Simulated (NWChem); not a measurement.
Species: NbSCl2F; SMILES [Cl][Nb]([Cl])(=[S])[F]

```xyz
5

Nb     0.0893     0.1882     0.0000
S      1.9032    -0.9120     0.0000
F      0.5149     1.9838     0.0000
Cl    -1.0754    -0.3744     1.8722
Cl    -1.0754    -0.3744    -1.8722
```
Atoms are numbered in this order, from 1.

Level: PBE0/def2-SVP with def2 effective core potentials on Nb (NWChem), optimised geometry, unscaled harmonic frequencies. def2 effective core potentials on Nb; no spin-orbit coupling.

**Question.** List the harmonic frequencies with IR intensities, and the thermochemistry.

**Answer.** 
```json
[
 {"frequency (cm⁻¹)": "108", "IR intensity (km/mol)": "1.7"},
 {"frequency (cm⁻¹)": "141", "IR intensity (km/mol)": "1.7"},
 {"frequency (cm⁻¹)": "141", "IR intensity (km/mol)": "1.9"},
 {"frequency (cm⁻¹)": "155", "IR intensity (km/mol)": "2.3"},
 {"frequency (cm⁻¹)": "197", "IR intensity (km/mol)": "0.8"},
 {"frequency (cm⁻¹)": "414", "IR intensity (km/mol)": "36.4"},
 {"frequency (cm⁻¹)": "447", "IR intensity (km/mol)": "100.5"},
 {"frequency (cm⁻¹)": "598", "IR intensity (km/mol)": "73.2"},
 {"frequency (cm⁻¹)": "727", "IR intensity (km/mol)": "129.7"}
]
```

```yaml
zero_point_energy: 4.2 kcal/mol
thermal correction to the enthalpy at 298.15 K (with zero-point energy): 9.1 kcal/mol
heat capacity Cv: 20.1 cal/(mol K)
entropy at 298.15 K and 1 atm (symmetry number 1): 87.3 cal/(mol K)
```

Rigid rotor and harmonic oscillator.
